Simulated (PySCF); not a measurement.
A structure optimised at PBE-D3(BJ)/def2-SVP, used in a PySCF frequency run:

```xyz
10

Si     1.7221    -0.4505     0.1166
F      2.1377    -0.6974    -1.4562
N      0.3999     0.6424     0.3151
Ge    -1.4165     0.2416     0.2168
H      2.9351     0.1309     0.7784
H      1.3120    -1.7829     0.6622
H      0.6199     1.6432     0.2845
H     -2.0242     0.6902    -1.1413
H     -2.1516     0.9693     1.3739
H     -1.5111    -1.2944     0.3733
```
Charge 0, spin multiplicity 1.

Question: Write its SMILES and formula.

Answer: F[SiH2][NH][GeH3], FGeH6NSi

Question: What are its rotational constants (standard atomic weights)?

Answer: 10.224, 1.3017, 1.2357 GHz
